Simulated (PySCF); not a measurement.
# Basis-set dependence of CuCl at PBE0

PySCF, UKS reference; singlet, unpaired electrons none; De to Cu (3d10 4s1) + Cl without counterpoise correction.

| basis | relativity | functions | Re (Å) | ωe (cm⁻¹) | De (eV) | μ (D) |
| --- | --- | --- | --- | --- | --- | --- |
| cc-pVDZ-PP/cc-pV(D+d)Z | scalar-relativistic core potentials | 61 | 2.053 | 424 | 3.78 | -4.87 |
| def2-TZVPP | no relativity | 106 | 2.076 | 401 | 3.64 | -5.12 |
| def2-TZVPPD | no relativity | 118 | 2.076 | 401 | 3.67 | -5.21 |

(1) How does each smaller set differ from the one with most functions, def2-TZVPPD?

A positive dipole means Cu(−)Cl(+). 

Results:

(1) cc-pVDZ-PP/cc-pV(D+d)Z: -2.3 pm, +5.7 % in ωe, +0.11 eV in De; def2-TZVPP: +0.0 pm, +0.0 % in ωe, -0.03 eV in De. All at PBE0; the set with most functions is neither the basis-set limit nor always the best. The rows treat relativity differently, so the differences are not basis effects alone.
